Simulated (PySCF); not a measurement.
C2F3, SMILES F[C]=C(F)F (connectivity only; charge and spin as stated), charge +1, multiplicity 1. Heavy atoms are numbered as in [F:1][C:2]=[C:3]([F:4])[F:5].

Geometry optimised at B3LYP-D3(BJ)/def2-SVP. The multiplicity is an assumed one; other spin states were not compared. The isomer is the one that the SMILES or the coordinates give; other isomers of the formula were not compared.

Method: PBE/pcSseg-2 (PySCF).

GIAO shieldings, no solvent; atoms alike by connectivity are averaged. δ = σ(ref) − σ: ¹⁹F against CFCl3 (σ = 132.0 ppm); ¹³C against TMS (σ = 181.4 ppm), references at their B3LYP-D3(BJ)/def2-TZVP geometries, non-relativistic.

Question: Estimate the chemical shifts. (An estimate is asked for; the answer gives what the named calculation found.)

Answer: 
| nucleus | atoms | count | δ (ppm) |
|---|---|---|---|
| ¹⁹F | F1 | 1 | 660.3 |
| ¹⁹F | F4 | 2 | -8.0 |
| ¹³C | C2 | 1 | 620.2 |
| ¹³C | C3 | 1 | 199.3 |
